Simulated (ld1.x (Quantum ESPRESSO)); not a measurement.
## LDA (PZ) RRKJ dataset for neodymium, fully relativistic all-electron reference.

Nd, norm-conserving RRKJ (Kleinman–Bylander form), made with ld1.x (Quantum ESPRESSO) 7.5 (LDA (PZ), fully relativistic). Core [Kr] 4d10, reference 4f4 5s2 5p6 5d0 6s0 6p0 (charge +2). Waves: 5p (bound): rc 2.95 bohr; 5d (bound, empty): rc 2.00 bohr; 4f (bound): rc 1.75 bohr; 5s (bound): rc 1.40 bohr. Local part: the s channel. Core correction: none.

Open shells are filled in proportion to 2j + 1 (rel_dist='average').

What the tests gave:

```
Largest excitation error : +562 meV (all-electron minus pseudo) for 4f3 5s2 5p6 5d0 6s2 6p0, out of 7 test configurations
```

A Bessel basis up to 400 Ry misses an occupied level by 0.20 Ry, so cutoffs and ghosts were not judged.

Generation and tests took about 3.6 s on one core of a shared server CPU.
